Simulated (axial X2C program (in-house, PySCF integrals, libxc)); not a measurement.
Bond lengths and stretching modes, held linear, of GeNC⁻

Calculated with an in-house all-electron X2C program for linear molecules (integrals from PySCF): two-component X2C with atomic mean-field Coulomb and Gaunt terms, Gaussian nuclei, basis Ge dyall-v3z, N dyall-av3z, C dyall-v3z with contracted cores. Spin-free rows use the one-electron spin-free X2C Hamiltonian.

Masses Ge 73.921, N 14.003, C 12.000 u. States: 2c Ω = 1 (beyond evenly filled blocks: ω = -1/2, ω = 3/2); spin-free M_S = 1, Λ = 0 (beyond evenly filled blocks: π+α, π-α).

HF, 2c: energies above the lowest point

```json
{"r(Ge–N) (Å)": "1.9217", "r(N–C) (Å)": "1.1437", "E (meV)": "39.09"}
{"r(Ge–N) (Å)": "1.9217", "r(N–C) (Å)": "1.1730", "E (meV)": "63.64"}
{"r(Ge–N) (Å)": "1.9217", "r(N–C) (Å)": "1.2023", "E (meV)": "176.90"}
{"r(Ge–N) (Å)": "1.9710", "r(N–C) (Å)": "1.1437", "E (meV)": "7.44"}
{"r(Ge–N) (Å)": "1.9710", "r(N–C) (Å)": "1.1730", "E (meV)": "35.14"}
{"r(Ge–N) (Å)": "1.9710", "r(N–C) (Å)": "1.2023", "E (meV)": "152.73"}
{"r(Ge–N) (Å)": "1.9710", "r(N–C) (Å)": "1.2317", "E (meV)": "340.50"}
{"r(Ge–N) (Å)": "2.0203", "r(N–C) (Å)": "1.1437", "E (meV)": "0.00"}
{"r(Ge–N) (Å)": "2.0203", "r(N–C) (Å)": "1.1730", "E (meV)": "30.01"}
{"r(Ge–N) (Å)": "2.0203", "r(N–C) (Å)": "1.2023", "E (meV)": "150.93"}
{"r(Ge–N) (Å)": "2.0696", "r(N–C) (Å)": "1.1730", "E (meV)": "42.68"}
{"r(Ge–N) (Å)": "2.0696", "r(N–C) (Å)": "1.2317", "E (meV)": "362.28"}
```

**Question.** Fit a quadratic surface with cubic terms in each bond: where is the minimum, and what are the two stretching wavenumbers?

**Answer.** At HF, 2c: bonds 2.014 and 1.149 Å; harmonic stretches 323.3 and 2271.4 cm⁻¹; force constants 1.19, 19.7 and coupling 0.38 mdyn/Å.

The other levels and Hamiltonians give:

| Hamiltonian | level | r(Ge–N) (Å) | r(N–C) (Å) | lower stretch (cm⁻¹) | upper stretch (cm⁻¹) |
| --- | --- | --- | --- | --- | --- |
| 2c | PBE0 | 1.969 | 1.172 | 355.1 | 2099.6 |
| 2c | B3LYP | 1.995 | 1.173 | 333.7 | 2072.5 |
| spin-free | PBE0 | 1.969 | 1.172 | 355.5 | 2099.6 |
| spin-free | HF | 2.014 | 1.149 | 323.8 | 2271.4 |
| spin-free | B3LYP | 1.995 | 1.173 | 334.2 | 2072.5 |

Each state is one determinant, the lowest of a limited PBE0 search; the stretches come from a fit to these few points and carry an uncertainty of a few per cent. Other orders of the atoms were not compared. Left out for rough or failed fits: MP2 2c, MP2 spin-free. For an anion the highest level of a functional can be positive, and the basis then holds the extra electron. The molecule was held linear; bending was not examined, so a bent shape may lie lower. Open-shell Ω = 0 determinants with evenly filled partner blocks cannot be reached by this program, so the Ω shown need not be the lowest component. Note: several unpaired electrons, one determinant need not be a pure state.
